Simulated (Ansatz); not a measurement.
Frontier orbitals of Cl$_{4}$Ga$_{2}$H$_{2}$ (`[Cl][Ga@H-]1[Cl+][Ga@@H-]([Cl])[Cl+]1`).

```json
{"atom": "Cl1", "x (Å)": "0.622", "y (Å)": "2.800", "z (Å)": "-0.968"}
{"atom": "Ga2", "x (Å)": "-0.506", "y (Å)": "1.542", "z (Å)": "0.331"}
{"atom": "Cl3", "x (Å)": "1.011", "y (Å)": "0.071", "z (Å)": "1.333"}
{"atom": "Ga4", "x (Å)": "0.310", "y (Å)": "-1.622", "z (Å)": "-0.121"}
{"atom": "Cl5", "x (Å)": "1.810", "y (Å)": "-1.801", "z (Å)": "-1.625"}
{"atom": "Cl6", "x (Å)": "-1.342", "y (Å)": "-0.206", "z (Å)": "-0.981"}
{"atom": "H7", "x (Å)": "-1.568", "y (Å)": "1.994", "z (Å)": "1.356"}
{"atom": "H8", "x (Å)": "-0.337", "y (Å)": "-2.776", "z (Å)": "0.675"}
```

Total charge 0; spin multiplicity 1. Correlated methods include outer-core shells of Ga, which these sets cover unevenly. Scalar relativity is left out up to krypton. The geometry is a stationary point of PBE0-D4/def2-TZVP. Basis def2-TZVPP, the Gaussian-basis code of Ansatz.

Orbital energies of one run (eV). Highest occupied ones, from the top: -8.72, -8.87, -8.92, -8.97, -9.29, -9.95, -9.98, -10.27, -10.33, -11.04, -11.12, -11.45, -13.51, -13.87. Empty: -1.32, -1.16, -1.08, 0.16, 0.22, 0.37.

(1) Which functional gave them?
A. r2SCAN0
B. r2SCAN
C. B3LYP
D. LC-ωPBE

## Answers

(1) C. HOMO energies: B3LYP -8.72, r2SCAN0 -9.24, r2SCAN -7.98, LC-ωPBE -11.77 eV.

B3LYP here is the variant with VWN-RPA as its local correlation; programs differ in this. LC-ωPBE has ω = 0.4 bohr⁻¹.
